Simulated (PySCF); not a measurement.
C3H6F2Si, SMILES C1C([SiH2]F)(F)C1. Atoms are numbered in the order given.

```xyz
12

F      0.8770     1.9206     0.0000
Si    -0.5804     1.1813     0.0000
C     -0.2008    -0.6526     0.0000
F     -1.3614    -1.4111     0.0000
C      0.9610    -1.2396    -0.7536
C      0.9610    -1.2396     0.7536
H     -1.3169     1.5847     1.2253
H     -1.3169     1.5847    -1.2253
H      1.6368    -0.5630    -1.2848
H      0.7594    -2.1884    -1.2581
H      1.6368    -0.5630     1.2848
H      0.7594    -2.1884     1.2581
```
Charge 0, spin multiplicity 1.

Geometry: B3LYP-D3(BJ)/def2-SVP. The structure was generated by enumeration, and PubChem lists no compound with its InChIKey, so it may never have been made. One conformer was computed; it need not be the lowest.

Two levels are set side by side: PBE/pcSseg-1 (PySCF) and PBE0/pcSseg-1 (PySCF). GIAO shifts against CFCl3 (¹⁹F), TMS (²⁹Si), TMS (¹H), TMS (¹³C) at the same level; non-relativistic, no solvent, atoms listed together averaged. Differences are taken from unrounded values.

| quantity | PBE |
|---|---|
| δ(¹⁹F) of F1 (ppm) | -258.0 |
| δ(²⁹Si) of Si2 (ppm) | -4.0 |
| δ(¹³C) of C3 (ppm) | 73.8 |
| δ(¹⁹F) of F4 (ppm) | -269.8 |
| δ(¹³C) of C5, C6 (ppm) | 13.8 |
| δ(¹H) of H7, H8 (ppm) | 5.66 |

**Question.** These are the PBE values. What does PBE0 give? (The exact figures need the calculation; the answer reports its results.)

**Answer.** 
```tsv
quantity	PBE0	PBE minus PBE0
δ(¹⁹F) of F1 (ppm)	-235.7	-22.3
δ(²⁹Si) of Si2 (ppm)	-3.9	-0.1
δ(¹³C) of C3 (ppm)	69.4	4.4
δ(¹⁹F) of F4 (ppm)	-253.5	-16.4
δ(¹³C) of C5, C6 (ppm)	12.5	1.3
δ(¹H) of H7, H8 (ppm)	5.49	0.17
```

Rough cost on one machine, each run with all the roots and properties that it gave: PBE0 against PBE within a factor of 2.
